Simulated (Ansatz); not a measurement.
Ge₇BNH₁₆, a doped cluster cut from the lattice of germanium (B and N 4.0 A apart). Total charge 0; triplet. Geometry PBE0-D4/def2-SVP, that of the neutral singlet; atoms count from 1.

```xyz
25

Ge   -1.854   -0.835   -1.546
Ge    0.144   -2.311    0.773
Ge    1.568   -0.596   -1.760
Ge   -0.349    2.758   -0.560
Ge    1.590    0.551    1.916
B    -0.038   -1.747   -1.167
Ge   -2.214    1.221   -0.268
N     0.068   -0.688    1.985
Ge    1.667    1.408   -0.358
H    -3.104   -1.697   -1.226
H    -2.020   -0.367   -3.013
H    -0.981   -3.119    1.473
H     1.475   -2.886    1.323
H     1.501   -0.037   -3.203
H     2.971   -1.238   -1.600
H    -0.375    3.364   -1.979
H    -0.357    3.920    0.458
H     2.733   -0.378    2.372
H     1.260    1.518    3.076
H    -0.016   -2.797   -1.794
H    -3.554    1.952   -0.499
H    -2.211    0.904    1.265
H    -0.060   -1.008    2.948
H    -0.789   -0.169    1.752
H     2.946    2.277   -0.366
```

The gap within one spin of the charge 0 triplet nearly closes, so an electron or hole may be smeared out by delocalisation error. At PBE-D4/def2-SVP a singlet of charge 0 lies 4.44 eV below the triplet at the same geometry.

Estimate the Mulliken populations from the PBE/def2-SVP orbitals of Ansatz.


```tsv
atom	charge (e)	spin (α − β)
Ge1	0.14	0.07
Ge2	0.18	0.25
Ge3	0.16	0.18
Ge4	0.07	0.05
Ge5	0.03	0.46
B6	-0.27	0.08
Ge7	0.02	0.13
N8	-0.22	-0.04
Ge9	0.01	0.34
H10	-0.03	0.01
H11	-0.04	0.01
H12	-0.05	-0.01
H13	-0.05	0.00
H14	-0.04	0.03
H15	-0.02	0.00
H16	-0.02	0.00
H17	0.00	0.06
H18	-0.03	0.00
H19	-0.02	0.04
H20	0.03	0.15
H21	-0.02	0.05
H22	-0.04	0.00
H23	0.10	0.08
H24	0.10	0.04
H25	0.00	0.02
```
Mulliken values depend strongly on the basis.

Where does the spin sit?

Summed by element: Ge 1.47, B 0.08, N -0.04, H 0.49, of 2 unpaired in all. Largest on single atoms: Ge5 0.46, Ge9 0.34, Ge2 0.25.

And the Mayer bond orders between heavy atoms (over 0.3)?

Ge1–B6 0.92 (2.07 Å); Ge1–Ge7 0.82 (2.45 Å); Ge2–B6 0.91 (2.03 Å); Ge2–N8 0.62 (2.03 Å); Ge3–B6 0.91 (2.06 Å); Ge3–Ge9 0.68 (2.45 Å); Ge4–Ge7 0.92 (2.43 Å); Ge4–Ge9 0.92 (2.44 Å); Ge5–N8 0.62 (1.96 Å); Ge5–Ge9 0.94 (2.43 Å).
